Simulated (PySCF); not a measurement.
Compound: C3H11NOSi.
Structure used (GFN2-xTB), in Å, numbered top down from 1:
```
atom  x, y, z in Å
C1     2.6563    0.4954    0.1176
O2     1.8211   -0.6149    0.0246
Si3    0.4414   -0.8587   -0.7838
N4    -0.9159   -0.2880    0.1062
C5    -2.2484   -0.6733   -0.2779
C6    -0.8958    0.8908    0.9359
H7     3.6525    0.2174   -0.2370
H8     2.2954    1.3361   -0.4785
H9     2.7333    0.8075    1.1630
H10    0.5372   -0.2500   -2.1250
H11    0.3940   -2.3129   -0.8110
H12   -2.8647   -0.8322    0.6119
H13   -2.2054   -1.5975   -0.8469
H14   -2.7323    0.0932   -0.8961
H15   -1.2960    1.7688    0.4115
H16    0.1236    1.1049    1.2441
H17   -1.5033    0.7253    1.8314
```

Method: TDDFT CAM-B3LYP/def2-SVPD, vertical, gas phase, core orbitals frozen in the response in PySCF 2.14.0, density-fitted response routines. GFN2-xTB frequencies show an imaginary mode (40i cm⁻¹), so this geometry is no minimum at that level.

Transition dipole moments from the ground state, in atomic units and in the frame of the coordinates above (overall signs are arbitrary), for the states with f of 0.002 or more among the lowest 7:

```
state  E (eV)      μx      μy      μz
   S1   5.809  -0.016  -0.254   0.174
   S2   5.958  -0.143   0.181  -0.107
   S3   6.935  -0.227  -0.092   0.326
   S4   7.108   0.131   0.038  -0.169
   S5   7.263   0.116  -0.057  -0.218
   S6   7.535  -0.376   0.342  -0.116
   S7   7.653  -0.201   0.193   0.002
```

Work out the oscillator strengths.

f = (2/3) ΔE |μ|² with ΔE in hartree (27.2114 eV).

| state | \|μ\|² (au) | \|μ\| (D) | f |
| --- | --- | --- | --- |
| S1 | 0.095 | 0.78 | 0.013 |
| S2 | 0.065 | 0.65 | 0.009 |
| S3 | 0.166 | 1.04 | 0.028 |
| S4 | 0.047 | 0.55 | 0.008 |
| S5 | 0.064 | 0.64 | 0.011 |
| S6 | 0.272 | 1.32 | 0.050 |
| S7 | 0.078 | 0.71 | 0.015 |

What angle do the transition dipoles of S5 and S6 make?

|cos θ| = |μa·μb| / (|μa| |μb|) = 0.29, so θ ≈ 73° (taken between 0 and 90°, since the signs are arbitrary).

What peak molar absorption coefficient would the strongest computed level give as a lone Gaussian band 0.5 eV wide at half height?

ε(max) = 2.175×10⁸ f / FWHM, with the width in cm⁻¹. S6: 2.175×10⁸ × 0.0501 / 4033 ≈ 2700 L mol⁻¹ cm⁻¹.

Time: 67 s of wall time. Hardware: one thread, x86-64 server, shared host.

One conformer stands for the species.

Without π bonds the low states may be Rydberg-like; a valence basis with one diffuse set may place them up to an eV too high.
